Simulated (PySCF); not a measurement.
Simulated Si 2p region for `[F][GeH2][CH2][SiH3]`, binding energy against the vacuum level.

Every computed line was given a Gaussian of 0.8 eV full width at half maximum and an area set by the number of equivalent atoms (split 2:1 within a doublet); the highest printed point is 100. Method: delta-SCF UKS SCAN, pcX-2 on the ionised atom, pcseg-1 elsewhere, spin-free X2C (PySCF 2.14.0).

binding energy (eV), intensity and a bar:
```
    105.7          0 
    105.8          1 
    105.9          2 #
    106.0          5 #
    106.1          9 ###
    106.2         16 #####
    106.3         27 ########
    106.4         41 ############
    106.5         57 #################
    106.6         73 ######################
    106.7         87 ##########################
    106.8         97 #############################
    106.9        100 ##############################
    107.0         98 #############################
    107.1         92 ############################
    107.2         84 #########################
    107.3         75 #######################
    107.4         67 ####################
    107.5         58 #################
    107.6         48 ##############
    107.7         38 ###########
    107.8         28 ########
    107.9         20 ######
    108.0         13 ####
    108.1          7 ##
    108.2          4 #
    108.3          2 #
    108.4          1 
    108.5          0 
    108.6          0
```

Problem. How many maxima does the curve show, and how many computed lines lie under it?

Solution. The curve has 1 maximum (at 106.9 eV). Under it lie 2 lines from 1 inequivalent silicon site, drawn as a 2p3/2, 2p1/2 pair. At this width some lines have no maximum of their own.

Problem. Decompose the envelope and assign each component. Numbering: `[F:1][GeH2:2][CH2:3][SiH3:4]`.

Solution. 
```json
{"position (eV)": "106.83", "relative area": "0.67", "line": "Si 2p3/2", "atoms": "Si4", "environment": "SiH3 silicon"}
{"position (eV)": "107.45", "relative area": "0.33", "line": "Si 2p1/2", "atoms": "Si4", "environment": "SiH3 silicon"}
```

Problem. What are the centre and the root-mean-square width of the whole band?

Solution. The area-weighted mean of the lines is 107.04 eV. Their own spread about it is 0.29 eV (rms) and each Gaussian has σ = 0.8/2.355 = 0.34 eV; the variances add, which gives 0.45 eV.

The curve has no shake-up lines and no vibrational structure. The 2p values aren't plain energy differences: one relaxed spin-free 2p hole is combined with a matrix within the shell (ground-state 2p orbital-energy differences and spin–orbit coupling). 2p3/2, the mean of its two sublevels, lies a third of the splitting below the shell's mean and 2p1/2 two thirds above it; the statistical areas are 2:1. 2p1/2 minus 2p3/2 (ligand field included): Si 0.62 eV. One conformer (not necessarily the lowest) at the PBE0-D3(BJ)/def2-SVP geometry, without solvent, vibrations or thermal averaging.

On one thread of an x86-64 server (shared host), this took 16 s.

Conformer computed: `[F:1][GeH2:2][CH2:3][SiH3:4]`: F1–Ge2–C3–Si4 -56°.
